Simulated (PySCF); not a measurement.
**Potential energy of BI along the bond**

Set-up: B cc-pVTZ, I cc-pVTZ-PP with ECP28; scalar-relativistic core potentials (PySCF 2.14). Energies in eV from B + I in their ground configurations at the same level. State: ¹Σ⁺ (singlet), closed shell.

All columns are PBE0. A positive dipole means B(−)I(+).

```tsv
R (Å)	E (eV)	μ (D)	Mulliken charge on B (basis-dependent)	HOMO (eV)	LUMO (eV)	Mayer bond order	⟨S²⟩
1.844	-2.892	3.19	-0.23	-6.31	-1.82	1.65	0.00
1.930	-3.367	2.66	-0.16	-6.60	-1.97	1.60	0.00
2.015	-3.625	2.12	-0.11	-6.87	-2.12	1.55	0.00
2.080	-3.715	1.70	-0.08	-7.06	-2.24	1.51	0.00
2.144	-3.738	1.29	-0.04	-7.24	-2.36	1.47	0.00
2.208	-3.711	0.87	-0.01	-7.39	-2.48	1.44	0.00
2.294	-3.615	0.33	0.03	-7.57	-2.64	1.39	0.00
2.401	-3.428	-0.33	0.09	-7.73	-2.85	1.34	0.00
2.530	-3.146	-1.10	0.14	-7.83	-3.09	1.28	0.00
2.701	-2.722	-2.05	0.21	-7.54	-3.39	1.21	0.00
```

A fit through these points gives, at Re = 2.139 Å, μ = 1.32 D and dμ/dR = -6.47 D/Å; the reduced mass is 10.13 u.

Problem. How strong is the fundamental in the double-harmonic approximation, I = 42.26·(dμ/dR)²/μred km/mol?

Solution. I = 42.26·(-6.47)²/10.13 = 175 km/mol at PBE0.

These are scalar-relativistic numbers at best; spin–orbit coupling would shift them, the dissociation energy most.
